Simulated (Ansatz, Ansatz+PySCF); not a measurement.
| atom | x (Å) | y (Å) | z (Å) |
| --- | --- | --- | --- |
| Pd | 0.0000 | 0.0000 | 0.0000 |
| H | 0.0000 | 0.0000 | 1.5902 |

Basis set: def2-SVP (spherical functions, with the set's core potentials past Kr). Charge 0, multiplicity 2.

Computed with Ansatz (development build ahead of 0.2.0); each method stands on the lowest determinant of its kind that the runs found.

The atomization energy at this shape (free ground-state atoms in the same class of orbitals less the molecule, no zero-point energy) of doublet PdH:

```csv
method,atomization energy
r²SCAN (unrestricted),271.7 kJ/mol
ωB97X (unrestricted),218.3 kJ/mol
PBE0 (unrestricted),237.2 kJ/mol
UHF,158.4 kJ/mol
ROHF,148.4 kJ/mol
```

Task: What does PBE (unrestricted) give?

Result: 259.3 kJ/mol. Caution: other spin multiplicities were not run. Caution for r²SCAN (unrestricted), PBE (unrestricted): a free atom is spin contaminated.
